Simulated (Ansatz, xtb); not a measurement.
## Two isomers of Al2ClFH2O

Structure X is `[F][Al]([Cl])[O][AlH2]`, a singlet and structure Y is `[F][AlH][O][AlH][Cl]`, a singlet. Both are isolated molecules in the gas phase, relaxed with B3LYP-D3(BJ)/6-311G**; each stands in its lowest conformer found.

Quicker runs give these differences E(Y) − E(X): GFN2-xTB −11.7 kcal/mol; HF/STO-3G −0.6 kcal/mol (at GFN2-xTB geometries); r2SCAN-D4/def2-SVP −1.9 kcal/mol (at GFN2-xTB geometries).

Problem. Estimate E(Y) − E(X) at the level CCSD(T)/def2-SVP + ΔMP2/def2-TZVPP.

Solution. Calculated at CCSD(T)/def2-SVP + ΔMP2/def2-TZVPP: E(Y) − E(X) = −3.7 kcal/mol, so structure Y lies lower.

Level by level:

```tsv
level	geometry	E(Y) − E(X) (kcal/mol)	departure from the last row (kcal/mol)	job, with rough time for the two
GFN2-xTB	GFN2-xTB	−11.7	−8.0	optimisation, 1.1 s
HF/STO-3G	GFN2-xTB	−0.6	+3.1	single point, 0.56 s
r2SCAN-D4/def2-SVP	GFN2-xTB	−1.9	+1.8	single point, 3.4 s
B3LYP-D3(BJ)/6-311G**	B3LYP-D3(BJ)/6-311G**	−4.3	−0.6	optimisation, 97 s
HF/def2-SVP	B3LYP-D3(BJ)/6-311G**	−3.3	+0.4	part of the CCSD(T) run
MP2/def2-SVP	B3LYP-D3(BJ)/6-311G**	−3.5	+0.2	part of the CCSD(T) run
CCSD(T)/def2-SVP	B3LYP-D3(BJ)/6-311G**	−3.5	+0.3	single point
CCSD(T)/def2-SVP + ΔMP2/def2-TZVPP	B3LYP-D3(BJ)/6-311G**	−3.7		single point, 29 s
```

As drawn, both hold the same kinds of bond in the same numbers.

The levels shown agree on the order. The largest departure from CCSD(T)/def2-SVP + ΔMP2/def2-TZVPP is that of GFN2-xTB, 8.0 kcal/mol. The last row adds to CCSD(T) the change of the MP2 difference between the two basis sets, here −0.3 kcal/mol.

With harmonic frequencies from B3LYP-D3(BJ)/6-311G** (ideal gas, rigid rotor, one conformer each, 298.15 K, 1 atm): on the last row, ΔE + ΔZPE = −3.5 kcal/mol. A mode under 50 cm⁻¹ makes harmonic enthalpies and free energies unreliable, so none is given.

The correlated steps freeze 17 core orbitals. Programs: Ansatz 0.2.0, xtb 6.7.1; the last row on 2 threads of Intel(R) Xeon(R) Platinum 8259CL CPU @ 2.50GHz (Skylake/Cascade Lake) on a shared host.
